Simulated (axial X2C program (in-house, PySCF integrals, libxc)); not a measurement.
LaF⁻: properties at the nuclei

Computed with an axial X2C code built on PySCF integrals: two-component X2C with atomic mean-field Coulomb and Gaunt terms, Gaussian nuclei, basis La dyall-cv3z, F dyall-av3z with contracted cores.

R = 2.101 Å (near the PBE0 minimum at charge -1 of the determinant lowest at the starting distance; the state shown can have its own minimum elsewhere).

Determinant lowest in the PBE0 search, Ω = 3/2 (⟨Sz⟩ = -0.50, ⟨Lz⟩ = 2.00 at PBE0), spin on the atoms La -0.46, F -0.04:

```csv
level,Eeff magnitude (GV/cm),Ws magnitude La (kHz),A∥/gI La (MHz),qzz La (a.u.),A∥/gI F (MHz),qzz F (a.u.)
PBE0,2.3,1.06,30.4,-1.82,2.94,0.04
BP86,1.79,0.818,69.3,-1.56,2.93,0.03
PBE,1.79,0.815,94.1,-1.56,3.41,0.05
r2SCAN,3.26,1.49,-303,-2.00,4.36,0.03
```

Determinant 0.39 eV from it at PBE0 and this distance, Ω = 1/2 (⟨Sz⟩ = -0.49, ⟨Lz⟩ = 0.99 at PBE0), spin on the atoms La -0.50, F 0.01:

```
 level  Eeff magnitude (GV/cm)  Ws magnitude La (kHz)  A∥/gI La (MHz)  qzz La (a.u.)  A∥/gI F (MHz)  qzz F (a.u.)
  PBE0                    2.11                   3.39             950          -2.82           31.1          0.09
    HF                    5.15                   7.24            1400          -3.21           11.5          0.00
  BP86                    1.77                    2.9             766          -2.77           37.9          0.07
   PBE                    1.66                   2.74             860          -2.70           36.7          0.09
r2SCAN                    4.58                   6.68             999          -2.98           34.3          0.08
```

Eeff is the effective electric field on the electron electric dipole moment in this Ω state and Ws the scalar–pseudoscalar constant of the nucleus named (defined with the proton number Z and per Ω); A∥ (defined per Ω) follows by multiplying with gI = μI/(I μN); qzz is the electric field gradient, eQq0 = 234.96 MHz × Q/barn × qzz. The operators were transformed with the bare-nucleus X2C matrices; with these basis sets, hyperfine constants and field gradients can be off by tens of per cent, and where levels differ in sign neither size nor sign is settled.

Task: With Q(139La) = 0.206 barn, gI(19F) = 5.2577 (g factors from the IAEA table of nuclear moments by Stone; Q from Pyykkö, Mol. Phys. 2018), turn the PBE0 values of the first state into constants in MHz.

Result: eQq0(139La) = 234.96 × (0.206) × (-1.82) = -88.1 MHz; A∥(19F) = 2.94 × 5.2577 = 15.5 MHz.

Each state is one determinant with collinear spin. Unrestricted Hartree–Fock can overshoot spin polarisation at the nuclei. For an anion, determinants above electron detachment, or with a positive highest level, are held by the basis set. Where Eeff spreads by more than a factor of two the levels disagree and none is to be relied on. Left out as unconverged or as another state under the same occupation: HF in at least one table. States lie within half an eV, so the first need not be the ground state. Further determinants of the search, some of them spin-mixed, are not shown. Where a field gradient or hyperfine factor spreads by more than a factor of two over the levels, a constant derived from it is not to be relied on. PBE0 term energies can be off by some tenths of an eV.
